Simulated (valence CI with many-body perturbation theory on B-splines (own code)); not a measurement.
**La XXXVII: M1 decay**

Computed by configuration interaction combined with many-body perturbation theory (CI+MBPT): three valence electrons over a frozen Dirac-Fock core [Ar], a basis of 7 s, 7 p, 8 d, 6 f, 4 g, 1 h functions for each j, with the one-electron correlation potential Σ1, the two-electron term Σ2, the three-electron term Σ3, Breit, model QED; selected CI, second order for the rest, scaled by the run's own slope (own B-spline code, finite nucleus).

No measured spectrum was set against this ion. As an estimate, large intervals hold to a few tenths of a per cent, small ones and those within an open d or f shell to about a per cent. Only levels of the ground parity were solved; by the run's estimate the other parity begins above the list, which can be wrong where configurations are misplaced.

Lines 1 to 50 of 66 in falling wavelength, among levels below 83.580 eV, chosen from the decays that carry over 1 % of a level's rate. Wavelengths and rates use the calculated energies. Weak lines are less certain than strong ones. Lines between different terms over intervals too small for the method are left out, as are lines whose strength nearly cancels. The highest levels of a list are the least certain.

Levels are named by their leading jj configuration (3d3/2^4 stands for four electrons in 3d with j = 3/2), which in mixed levels can hold well under half, so a name can repeat and another be missing. Letters in brackets count levels of one name in rising energy.

```
λ vac (nm)                      Upper                      Lower  Type   A (s⁻¹)  Branch %
     878.9      (3d3/2^2 3d5/2) J=9/2      (3d3/2^2 3d5/2) J=7/2    M1  1.50e+01     100.0
     382.3      (3d3/2^2 3d5/2) J=1/2      (3d3/2^2 3d5/2) J=3/2    M1  4.23e+02       2.2
     226.2      (3d3/2^2 3d5/2) J=3/2  (3d3/2^2 3d5/2) J=5/2 [a]    M1  8.57e+02       1.6
     199.7      (3d3/2^2 3d5/2) J=7/2  (3d3/2^2 3d5/2) J=5/2 [a]    M1  2.66e+03      99.9
     170.4     (3d3/2 3d5/2^2) J=11/2      (3d3/2 3d5/2^2) J=9/2    M1  1.15e+03       3.4
     147.7  (3d3/2 3d5/2^2) J=5/2 [b]  (3d3/2 3d5/2^2) J=3/2 [a]    M1  1.72e+03       2.7
     105.6  (3d3/2 3d5/2^2) J=5/2 [a]  (3d3/2 3d5/2^2) J=7/2 [a]    M1  2.42e+03       3.2
     99.74            (3d5/2^3) J=3/2  (3d3/2 3d5/2^2) J=3/2 [b]    M1  3.44e+03       2.0
     93.49  (3d3/2 3d5/2^2) J=5/2 [a]  (3d3/2^2 3d5/2) J=5/2 [b]    M1  2.53e+03       3.4
     86.18            (3d5/2^3) J=9/2     (3d3/2 3d5/2^2) J=11/2    M1  4.47e+03       2.6
     83.54  (3d3/2^2 3d5/2) J=5/2 [b]      (3d3/2^2 3d5/2) J=7/2    M1  1.72e+03       7.0
     80.69  (3d3/2^2 3d5/2) J=5/2 [a]            (3d3/2^3) J=3/2    M1  5.57e+04     100.0
     79.64  (3d3/2^2 3d5/2) J=5/2 [b]      (3d3/2^2 3d5/2) J=3/2    M1  1.39e+04      56.6
     77.91  (3d3/2 3d5/2^2) J=5/2 [b]  (3d3/2^2 3d5/2) J=5/2 [b]    M1  2.67e+04      41.9
     75.79  (3d3/2 3d5/2^2) J=7/2 [a]      (3d3/2^2 3d5/2) J=7/2    M1  2.46e+04      19.3
     74.78  (3d3/2 3d5/2^2) J=7/2 [b]  (3d3/2 3d5/2^2) J=7/2 [a]    M1  4.63e+03       9.1
     72.29  (3d3/2 3d5/2^2) J=3/2 [b]      (3d3/2 3d5/2^2) J=1/2    M1  1.69e+04      11.2
     72.05      (3d3/2 3d5/2^2) J=9/2      (3d3/2^2 3d5/2) J=9/2    M1  4.38e+04      59.9
     71.28            (3d5/2^3) J=5/2  (3d3/2 3d5/2^2) J=3/2 [b]    M1  5.88e+03       2.0
     68.52  (3d3/2 3d5/2^2) J=7/2 [b]  (3d3/2^2 3d5/2) J=5/2 [b]    M1  2.80e+03       5.5
     66.59      (3d3/2 3d5/2^2) J=9/2      (3d3/2^2 3d5/2) J=7/2    M1  2.93e+04      40.0
     65.14  (3d3/2 3d5/2^2) J=3/2 [b]  (3d3/2 3d5/2^2) J=3/2 [a]    M1  2.84e+04      18.9
     62.47  (3d3/2 3d5/2^2) J=3/2 [a]      (3d3/2^2 3d5/2) J=1/2    M1  1.79e+04       9.5
     59.47      (3d3/2^2 3d5/2) J=3/2            (3d3/2^3) J=3/2    M1  5.26e+04      98.4
     58.90  (3d3/2^2 3d5/2) J=5/2 [b]  (3d3/2^2 3d5/2) J=5/2 [a]    M1  3.02e+03      12.3
     57.23            (3d5/2^3) J=9/2      (3d3/2 3d5/2^2) J=9/2    M1  7.08e+04      41.4
     57.06      (3d3/2 3d5/2^2) J=1/2      (3d3/2^2 3d5/2) J=1/2    M1  1.02e+05      94.4
     54.94  (3d3/2 3d5/2^2) J=7/2 [a]  (3d3/2^2 3d5/2) J=5/2 [a]    M1  1.03e+05      80.7
     53.70  (3d3/2 3d5/2^2) J=3/2 [a]      (3d3/2^2 3d5/2) J=3/2    M1  1.06e+05      56.2
     51.82            (3d5/2^3) J=9/2  (3d3/2 3d5/2^2) J=7/2 [a]    M1  9.27e+04      54.2
     51.47      (3d3/2^2 3d5/2) J=1/2            (3d3/2^3) J=3/2    M1  1.87e+04      97.7
     50.64     (3d3/2 3d5/2^2) J=11/2      (3d3/2^2 3d5/2) J=9/2    M1  3.23e+04      96.5
     49.65      (3d3/2 3d5/2^2) J=1/2      (3d3/2^2 3d5/2) J=3/2    M1  4.46e+03       4.1
     48.20            (3d5/2^3) J=3/2  (3d3/2 3d5/2^2) J=5/2 [a]    M1  7.79e+04      44.4
     47.96            (3d5/2^3) J=5/2  (3d3/2 3d5/2^2) J=7/2 [b]    M1  3.07e+04      10.6
     46.69  (3d3/2 3d5/2^2) J=3/2 [b]  (3d3/2^2 3d5/2) J=5/2 [b]    M1  6.23e+04      41.5
     44.22            (3d5/2^3) J=5/2  (3d3/2 3d5/2^2) J=5/2 [b]    M1  7.94e+04      27.3
     44.12  (3d3/2 3d5/2^2) J=5/2 [a]      (3d3/2^2 3d5/2) J=7/2    M1  1.64e+04      21.8
     43.39  (3d3/2 3d5/2^2) J=3/2 [a]  (3d3/2^2 3d5/2) J=5/2 [a]    M1  5.82e+04      31.0
     43.00  (3d3/2 3d5/2^2) J=5/2 [a]      (3d3/2^2 3d5/2) J=3/2    M1  4.08e+04      54.2
     41.91            (3d5/2^3) J=3/2      (3d3/2 3d5/2^2) J=1/2    M1  2.76e+04      15.7
     40.40            (3d5/2^3) J=5/2  (3d3/2 3d5/2^2) J=5/2 [a]    M1  2.36e+04       8.1
     40.31  (3d3/2 3d5/2^2) J=5/2 [b]      (3d3/2^2 3d5/2) J=7/2    M1  2.55e+04      40.1
     39.41            (3d5/2^3) J=3/2  (3d3/2 3d5/2^2) J=3/2 [a]    M1  4.80e+04      27.3
     39.38  (3d3/2 3d5/2^2) J=5/2 [b]      (3d3/2^2 3d5/2) J=3/2    M1  5.45e+03       8.6
     39.33  (3d3/2 3d5/2^2) J=7/2 [b]      (3d3/2^2 3d5/2) J=9/2    M1  2.14e+04      41.8
     37.64  (3d3/2 3d5/2^2) J=7/2 [b]      (3d3/2^2 3d5/2) J=7/2    M1  1.53e+04      30.0
     36.13  (3d3/2 3d5/2^2) J=5/2 [a]  (3d3/2^2 3d5/2) J=5/2 [a]    M1  9.48e+03      12.6
     34.05  (3d3/2^2 3d5/2) J=5/2 [b]            (3d3/2^3) J=3/2    M1  5.90e+03      24.0
     34.04            (3d5/2^3) J=5/2  (3d3/2 3d5/2^2) J=3/2 [a]    M1  8.39e+04      28.9
```
